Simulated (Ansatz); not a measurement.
Abridged output of a molecular run in Ansatz:

```
Functional definition: HF
1331 factors; integrals over basis functions are off by at most 1.3e-3 eV
mean field evaluation 1: about -80202.1302 eV, gradient 1.8e1 eV
mean field evaluation 2: about -80202.1313 eV, gradient 1.8e1 eV
mean field evaluation 4: about -80203.9482 eV, gradient 2.6e0 eV
mean field evaluation 8: about -80203.9625 eV, gradient 5.3e-5 eV
mean field -80203.96252292 eV, -2947.4412585190 hartree, gradient 1.7e-6 eV, S^2 0.000000; 0 other end points of the search recorded, 0 dependent functions left out
24 core orbitals not correlated: weight in the atoms' cores, before any rotation towards them, 1.000 or more for the frozen orbitals, at most 0.000 for the correlated occupied ones
reference -80203.96252292 eV, -2947.4412585190 hartree; 18, 18 occupied and 94, 94 virtual orbitals, 1331 factors
second order -14.84920505 eV of doubles, -0.00000000 eV of singles
cycle   1  -16.12946944 eV  change    -1.3e0 eV  update   1.1e-1
cycle   2  -16.83701841 eV  change   -7.1e-1 eV  update   3.4e-2
cycle   3  -16.88993361 eV  change   -5.3e-2 eV  update   1.3e-2
cycle   4  -16.88718651 eV  change    2.7e-3 eV  update   3.5e-3
cycle   5  -16.88599031 eV  change    1.2e-3 eV  update   8.4e-4
cycle   6  -16.88538056 eV  change    6.1e-4 eV  update   2.5e-4
cycle   7  -16.88532805 eV  change    5.3e-5 eV  update   6.0e-5
cycle   8  -16.88534535 eV  change   -1.7e-5 eV  update   1.6e-5
perturbative correction -0.47525135 eV, -0.0174651650 hartree
Total energy: -80221.32311962 eV, -2948.0792486804 hartree
```

Its atoms:

Z-matrix (Å, degrees):
```
Si
Si 1 2.337
H 1 1.488 2 109.5
H 1 1.488 2 111.6 3 120.4
H 1 1.488 2 109.7 3 -118.9
Ge 2 2.381 1 109.5 3 61.2
H 2 1.489 1 110.2 3 -177.3
H 2 1.490 1 109.6 3 -58.3
Si 6 2.379 2 110.3 1 -56.9
H 6 1.541 2 110.4 1 -178.7
H 6 1.541 2 109.1 1 63.2
H 9 1.487 6 109.7 2 -57.3
H 9 1.487 6 111.2 2 -177.8
H 9 1.487 6 109.5 2 61.9
```

Problem. Which basis set was used?
A. cc-pV(T+d)Z
B. def2-SVPD
C. def2-QZVPP
D. def2-SVP

Solution. D. It gives 136 functions.

Problem. Write the keys of the input that set method, charge and spin (a neutral closed shell needs none for the last two).

Solution. 
```yaml
correlation: {method: ccsd_t}
```
